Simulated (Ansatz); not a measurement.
`[SiH3][O][InH][Br]`, charge 0, multiplicity 1.

**Question.** Give a relaxed structure at PBE0-D4/def2-TZVP (Ansatz). (An estimate is asked.)

**Answer.** Computed: 
Z-matrix (Å, degrees):
```
Si
O 1 1.634
H 1 1.490 2 111.5
H 1 1.487 2 108.5 3 -119.6
H 1 1.490 2 111.5 3 120.8
In 2 1.967 1 135.8 3 -61.0
Br 6 2.458 2 110.6 1 0.3
H 6 1.690 2 122.6 1 -179.8
```
Point group Cs.
